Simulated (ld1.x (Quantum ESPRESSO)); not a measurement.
**fluorine (F): excitation energies, all-electron against ultrasoft**

fluorine, ultrasoft, made with ld1.x (Quantum ESPRESSO) 7.5 (Wu–Cohen, scalar-relativistic). Core [He], reference 2s2 2p5. Waves: 2s (bound): rcut 0.80, rcutus 0.95 bohr; 2s channel at 0.15 Ry: rcut 0.80, rcutus 0.95 bohr; 2p (bound): rcut 0.90, rcutus 1.00 bohr; 2p channel at -0.4 Ry: rcut 0.90, rcutus 1.00 bohr. Local part: all-electron potential smoothed inside 0.75 bohr (lloc = -1). Core correction: a·sin(br)/r model core, default radius (core density twice the valence density). Augmentation charge: built from norm-conserving waves at rcut, not smoothed further.

Energies are relative to the spin-unpolarised reference configuration 2s2 2p5; without spin polarisation the order of configurations can differ from experiment.

Question: Give the all-electron excitation energy and the error of the potential for: 2s2 2p4; 2s2 2p3; 2s2 2p2; 2s1 2p6; 2s2 2p4.5; 2s2 2p1; 2s1 2p5.

Answer:

| valence configuration | charge | ΔE all-electron (eV) | error AE − PS (meV) |
| --- | --- | --- | --- |
| 2s2 2p4 | +1 | 19.374 | +1.9 |
| 2s2 2p3 | +2 | 57.752 | +22 |
| 2s2 2p2 | +3 | 118.387 | +97 |
| 2s1 2p6 | 0 | 18.682 | +12 |
| 2s2 2p4.5 | +0.5 | 7.533 | 0.0 |
| 2s2 2p1 | +4 | 204.178 | +318 |
| 2s1 2p5 | +1 | 38.341 | +5.2 |
